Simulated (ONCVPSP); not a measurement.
# LDA (Perdew-Wang 92) ONCV dataset for strontium (Sr), scalar-relativistic all-electron reference.

ONCVPSP 4.0.1 input, shortened (lines: element, Z, core and valence counts, functional; n l f; lmax; l rc ep ncon nbas qcut; lloc lpopt rc5 dvloc0; l nproj debl; icmod fcfact rcfact), LDA (Perdew-Wang 92), scalar-relativistic:

```
  Sr 38.00    6    3  -001012      upf
    1    0    2.00
    2    0    2.00
    2    1    6.00
    3    0    2.00
    3    1    6.00
    3    2   10.00
    4    0    2.00
    4    1    6.00
    5    0    2.00
    2
    0    2.20    0.00    4    8    7.20
    1    1.60    0.00    4    8    5.20
    2    1.60    0.42    5   10    6.40
    2    5    1.60    0.00
    0    2    3.20
    1    2    1.20
    2    0    2.30
    3    5.00    1.55
```

In the d channel the program set the typed energies aside and used 0.050 Ha.

All-electron outer shells of the reference configuration (LDA (PZ), scalar-relativistic, ld1.x):

| shell | level (eV) | outermost node (bohr) | outermost maximum (bohr) |
| --- | --- | --- | --- |
| 4s | -40.91 | 0.59 | 1.19 |
| 4p | -22.85 | 0.61 | 1.32 |
| 5s | -3.64 | 1.65 | 3.62 |

Estimate the cutoffs (Ha) at which the residual kinetic energy of the hardest occupied pseudo-wave falls to 1 and 0.1 mHa per electron.

14 Ha and 70 Ha.

Does the potential have ghost states?

No bound ghost flagged; no localised positive-energy state flagged.

Tests: 4s2 4p6 5s1; 4s2 4p6 5s0; 4s2 4p6 5s1.5; 4s2 4p6 4d1 5s0. Which has the largest error in its energy relative to the reference configuration, and how large is it?

4s2 4p6 4d1 5s0, with -6.8 meV (all-electron minus pseudo) on +7.86 eV.
